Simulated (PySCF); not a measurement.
## 2 IF₅ → IF₄ + IF₆

Level: PBE0 in the def2-SVP basis family, computed in PySCF with density fitting; scalar-relativistic core potentials for atoms from Rb on, none lighter, no spin–orbit coupling; open shells unrestricted.

```json
{"species": "IF₅", "state and structure": "singlet, C4v, I–F 1.878 Å, I–F 1.919 Å (×4); F–I–F 83.1° (×4), F–I–F 89.2° (×4), F–I–F 166.2° (×2)", "ZPE (kJ/mol)": "30.1", "H(298 K) − H(0) (kJ/mol)": "20.8", "S° (J/(mol K))": "341.4"}
{"species": "IF₄", "state and structure": "doublet, C4v, I–F 1.953 Å (×4); F–I–F 88.9° (×4), F–I–F 163.7° (×2)", "ZPE (kJ/mol)": "20.0", "H(298 K) − H(0) (kJ/mol)": "19.3", "S° (J/(mol K))": "339.0"}
{"species": "IF₆", "state and structure": "doublet, Oh, I–F 1.925 Å (×6)", "ZPE (kJ/mol)": "32.4", "H(298 K) − H(0) (kJ/mol)": "26.0", "S° (J/(mol K))": "371.2"}
```

Q: Is the gas-phase reaction uphill or downhill in electronic energy at this level, and by how much?

A: At PBE0/def2-SVP, ΔE = 193.2 kJ/mol, uphill. The bond broken in IF₅ is stronger than the one that a second molecule gains.

Q: Add zero-point, thermal and entropy terms for 298.15 K and 1 bar.

A: ΔZPE = -7.8 and Δ[H(298) − H(0)] = 3.7 kJ/mol give ΔH° = 189.1 kJ/mol. ΔS° = 27.4 J/(mol K), so ΔG° = 189.1 − 298.15 × (0.0274) = 181 kJ/mol.

Only the bonding shown was studied: isomers, or loss of a ligand pair, can lie lower.
